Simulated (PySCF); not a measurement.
# Reading the logs of faulty runs: BH4O2Si anion

Calculated results; nothing here was measured. They come from PySCF 2.14.0, an open-source quantum chemistry program, on an isolated molecule that a program drew, which may never have been made. The molecule is BH4O2Si anion (charge -1, singlet), drawn as the SMILES string `B[SiH]([O-])O`.

Each row is a Hartree-Fock (HF) and frozen-core CCSD(T) single point in the aug-cc-pV(D+d)Z basis, meant for a local HF minimum. Run 1 is clean. Each other run has one planted mistake out of seven kinds, and not every kind appears here: one electron removed, one electron added, multiplicity raised by two, geometry at a saddle point, minimal basis STO-3G, one bond length entered in bohr, all coordinates scaled. The reference is restricted for singlets and unrestricted otherwise, and also for a bond in bohr. Adding or removing an electron swaps singlet and doublet. Electrons count all cores. HOMO and LUMO are orbital energies over both spins, the gradient is its largest component, and the lowest frequency (negative if imaginary) is given only where the gradient is small. Bond lengths are over the 7 bonds as drawn. T1 is the CCSD diagnostic: over 0.02 (restricted) or 0.045 (unrestricted) a single reference is doubtful.

Geometry of the clean run:
```xyz
8
BH4O2Si anion, angstrom
B    -2.6276   -1.2123   -2.8277
Si   -0.9416   -1.9905   -1.9546
O    -0.7053   -3.4450   -2.4606
O     0.3489   -0.9247   -2.3045
H    -2.6324   -0.7544   -3.9515
H    -3.7286   -1.2487   -2.3145
H    -1.0787   -1.7941   -0.4557
H     0.9508   -1.3642   -2.8826
```

| run | electrons | basis functions | <S^2> | HOMO (eV) | LUMO (eV) | gradient (hartree/bohr) | lowest frequency (cm^-1) | mean bond (Å) | longest bond (Å) | T1 | HF (hartree) | CCSD(T) (hartree) | mistake |
|---|---|---|---|---|---|---|---|---|---|---|---|---|---|
| 1 | 40 | 137 | 0.000 | -4.52 | 3.67 | 5.7e-06 | 143 | 1.4586 | 2.052 | 0.0208 | -465.75871 | -466.42029 | no fault |
| 2 | 40 | 137 | 0.996 | -3.17 | 3.44 | 1.9e-02 | - | 1.6566 | 2.944 | 0.0501 | -465.59415 | -466.22974 | one bond length entered in bohr |
| 3 | 40 | 28 | 0.000 | 2.04 | 12.33 | 4.0e-02 | - | 1.4586 | 2.052 | 0.0602 | -459.74079 | -459.94081 | minimal basis STO-3G |
| 4 | 40 | 137 | 2.043 | -1.20 | 3.73 | 1.0e-01 | - | 1.4586 | 2.052 | 0.0645 | -465.68978 | -466.34212 | ? |
| 5 | 40 | 137 | 0.000 | -4.32 | 3.69 | 1.2e-01 | - | 1.3652 | 1.921 | 0.0195 | -465.72028 | -466.36858 | ? |

**Which mistake was planted in run 4, and what did it cost?**

Electrons, basis and geometry are unchanged, and <S^2> is 2.043, beside S(S+1) = 2.00 for a multiplicity of 3. So the mistake is: multiplicity raised by two. Subtracting run 1 and multiplying by 627.51 kcal/mol a hartree, the energy moved by 43.3 kcal/mol in HF and 49.1 kcal/mol in CCSD(T).

**Which mistake was planted in run 5, and what did it cost?**

The mean and the longest bond both change by the same factor, 0.936, and the gradient is no longer small. So the mistake is: all coordinates scaled. Subtracting run 1 and multiplying by 627.51 kcal/mol a hartree, the energy moved by 24.1 kcal/mol in HF and 32.4 kcal/mol in CCSD(T).

Cautions from the logs. Run 1: T1 is over the limit, so its CCSD(T) energy is less reliable; run 2: T1 is over the limit, so its CCSD(T) energy is less reliable; run 3: T1 is over the limit, so its CCSD(T) energy is less reliable and the HOMO is above zero, so the electron isn't bound and the energy depends on the basis; run 4: T1 is over the limit, so its CCSD(T) energy is less reliable.
